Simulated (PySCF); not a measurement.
Vertical excitation energies

Species: ZnMeH, CH4Zn (singlet state).
Cartesian coordinates in Å at the PBE0-D3(BJ)/def2-SVP level; atoms count from 1:
```
atom  x, y, z in Å
Zn1   -0.0093    0.0071   -1.2394
C2     0.0026   -0.0004    0.7042
H3    -0.4463    0.9173    1.1187
H4     1.0297   -0.0721    1.0992
H5    -0.5650   -0.8557    1.1070
H6    -0.0117    0.0038   -2.7897
```

Level of theory: PySCF 2.14.0, density-fitted response routines, TDDFT PBE0/def2-SVPD, vertical, gas phase, core orbitals frozen in the response.

Question: Predict the UV-vis stick spectrum at this level.

Answer: 

```
state  E (eV)  λ (nm)       f  |μ| (D)  symmetry  main configurations (H = HOMO, L = LUMO)
   S1    5.84   212.2  0.0016     0.27         –                            H→L/L+1 (100%)
   S2    5.84   212.2  0.0016     0.27         –                            H→L/L+1 (100%)
   S3    6.98   177.6   0.289     3.31        A1                               H→L+2 (94%)
   S4    8.02   154.6   0.257     2.91         E                           H-1→L/L+1 (98%)
   S5    8.02   154.6   0.257     2.91         E                           H-1→L/L+1 (98%)
   S6    8.47   146.3   0.109     1.84        A1                H-1→L+2 (66%), H→L+3 (33%)
   S7    8.69   142.7   0.095     1.70        A1                H→L+3 (61%), H-1→L+2 (29%)
   S8    8.99   137.9   0.021     0.78        A1         H→L+4 (56%), H-3/H-2→L/L+1 (≥34%)
   S9    9.07   136.7  0.0000     0.03         –                       H-3/H-2→L/L+1 (99%)
  S10    9.09   136.4  0.0003     0.10         –                      H-3/H-2→L/L+1 (≥89%)
  S11    9.09   136.3  0.0002     0.08         –                      H-3/H-2→L/L+1 (≥89%)
  S12    9.38   132.1   0.047     1.14         E                               H→L+5 (93%)
  S13    9.39   132.1   0.048     1.16         E                               H→L+6 (93%)
  S14    9.52   130.3   0.247     2.62        A1         H-3/H-2→L/L+1 (≥52%), H→L+4 (31%)
```

Triplets, Tamm–Dancoff:

```csv
state,E (eV),λ (nm),"main configurations (H = HOMO, L = LUMO)"
T1,5.52,224.8,H→L/L+1 (98%)
T2,5.52,224.7,H→L/L+1 (98%)
T3,5.93,209.0,H→L+2 (93%)
```

The lowest singlet level (S1/S2) lies at 5.84 eV (212 nm, ultraviolet) and is very weak. The strongest level in the table is S4/S5 at 8.02 eV (155 nm, f = 0.514 summed). S1/S2, S4/S5, S10/S11 and S12/S13 lie within about 0.01 eV of each other in each set; the point group C3v has degenerate representations, and within a degenerate level the listed configurations can mix freely. For S1 the Löwdin share of zinc is 25% in HOMO and 75% in LUMO; for S4 the Löwdin share of zinc is 43% in HOMO-1 and 75% in LUMO. The oscillator strengths of these states sum to 1.373; summed over the whole spectrum of an exact calculation they would give the number of electrons, 40 (Thomas–Reiche–Kuhn). Orbital energies (eV): HOMO-3 -10.62, HOMO-2 -10.62, HOMO-1 -9.24, HOMO -7.52, LUMO -0.28, LUMO+1 -0.28, LUMO+2 0.37. Of the 14 states listed, 9 reach f = 0.01 and 3 stay under 0.0005. All these states lie below the vertical ionisation energy of 9.83 eV (ΔSCF). Symmetry labels in C3v follow from the direction of the transition dipole and are given only for states with f of 0.002 or more. Orbitals of the list HOMO-3 to LUMO+2 that lie within 0.01 eV of each other are written together with a slash and their weights summed (≥ marks a lower bound); for degenerate orbitals outside that list single weights are arbitrary. Singlets were solved by full linear response, triplets in the Tamm–Dancoff approximation. The highest level found (9.64 eV, f 0.090 so far) is left out, since the window may have cut off a degenerate partner.
